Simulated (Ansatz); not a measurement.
Sn₁₂O₂₀H₁₇³⁺ (started as a model of: [(RSn)12O14(OH)6]2+, R = H). Charge 3, multiplicity 1. Geometry PBE-D4/def2-SVP, basis def2-SVP, Ansatz.

| run | HOMO (eV) | LUMO (eV) |
| --- | --- | --- |
| A | -15.01 | -12.34 |
| B | -16.39 | -11.63 |
| C | -17.63 | -10.81 |
| D | -15.11 | -12.54 |
| E | -15.37 | -12.27 |

In the def2 sets Sn takes a core potential; there is no spin–orbit coupling. Single mean-field runs in def2-SVP are fitted with def2-universal-jkfit.

Task: The runs used BHLYP, LDA (SPW92), PBE, PBE0, r2SCAN. Estimate which is which.

Result: A PBE (0 % exact exchange); B PBE0 (25 % exact exchange); C BHLYP (50 % exact exchange); D LDA (SPW92) (0 % exact exchange); E r2SCAN (0 % exact exchange). Exact exchange lowers occupied and raises empty levels; among semilocal functionals meta-GGAs tend to open the gap a little, and such runs are hard to tell apart. The gap grows from 2.56 eV (LDA (SPW92)) to 6.82 eV (BHLYP).
